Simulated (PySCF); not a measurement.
Krypton: a sound run and one with changed settings

Sound run: Kr [Kr], Kr+ [Ar] 3d10 4s2 4p5. All numbers are calculated (PySCF 2.14, scalar relativity by spin-free X2C-1e, in aug-cc-pVDZ-DK (6s5p3d, 36 functions)). The sound run starts from symmetry-adapted Hartree-Fock orbitals and uses a fine grid where one is needed.

Changed run: 6 angular points. This setting is unsound on purpose.

```csv
species,method,sound run (hartree),changed run (hartree),converged
Kr,UHF,-2788.05464,-2788.05464,yes
Kr,TPSS,-2789.80578,-2790.46807,yes
Kr,r2SCAN,-2789.88974,-2790.77729,yes
Kr+,UHF,-2787.57027,-2787.57027,yes
Kr+,TPSS,-2789.28615,-2789.98822,yes
Kr+,r2SCAN,-2789.36574,-2790.31977,yes
```

Ionisation energy of Kr:

| method | sound run (eV) | changed run (eV) |
| --- | --- | --- |
| UHF | 13.180 | 13.180 |
| TPSS | 14.140 | 13.057 |
| r2SCAN | 14.259 | 12.450 |

A coarse angular grid integrates products of high-l functions wrongly, so density functionals can shift, and the SCF can exploit the error; Hartree-Fock and MP2 need no grid.

For comparison, NIST gives 14.000 eV between the lowest levels.
